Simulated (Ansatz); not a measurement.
Mg2S3, relaxed as a singlet with RKS PBE0-D4/def2-SVP in Ansatz, starting from the GFN2-xTB geometry. Force threshold 0.02 eV/Å.

The structure comes from a short search, and lower isomers may exist.

Start:

```xyz
5

Mg   -1.105   -1.611   -1.119
Mg    0.393    0.579    0.400
S     1.594    2.221    1.542
S    -0.357   -1.678    1.068
S    -0.525    0.489   -1.891
```

| step | energy (eV) | largest force component (eV/Å) | SCF passes |
| --- | --- | --- | --- |
| 1 | -43365.4068 | 0.490 | 32 |
| 2 | -43365.4330 | 0.350 | 42 |
| 3 | -43365.4820 | 0.105 | 38 |
| 4 | -43365.5057 | 0.243 | 33 |
| 5 | -43365.5195 | 0.218 | 38 |
| 6 | -43365.5259 | 0.168 | 41 |
| 7 | -43365.5341 | 0.135 | 37 |
| 8 | -43365.5407 | 0.211 | 37 |
| 9 | -43365.6086 | 0.729 | 42 |
| 10 | -43365.9044 | 1.042 | 38 |
| 11 | -43366.4212 | 1.641 | 37 |
| 12 | -43366.7050 | 1.926 | 28 |
| 13 | -43367.4157 | 2.054 | 26 |
| 14 | -43367.9731 | 1.147 | 25 |
| 15 | -43368.0716 | 0.805 | 24 |
| 16 | -43368.1221 | 0.240 | 24 |
| 17 | -43368.1250 | 0.237 | 25 |
| 18 | -43368.1323 | 0.028 | 23 |
| 19 | -43368.1323 | 0.051 | 24 |
| 20 | -43368.1325 | 0.001 | 25 |

Force components are those of the run's own axes.

End:

```tsv
atom	x (Å)	y (Å)	z (Å)
Mg1	-1.256	-0.781	-0.427
Mg2	1.136	0.843	-0.606
S3	0.639	0.880	1.676
S4	-0.250	-1.084	1.659
S5	-0.268	0.142	-2.301
```

Bonds lost: Mg2–S4 (atoms count from 1). Bonds formed: S3–S4 (atoms count from 1). The end is the same structure that another start reached.

No frequencies were taken in this run, so the end may be a saddle point.

It took 22 s on 4 threads of Arm Neoverse V1 on a shared host.
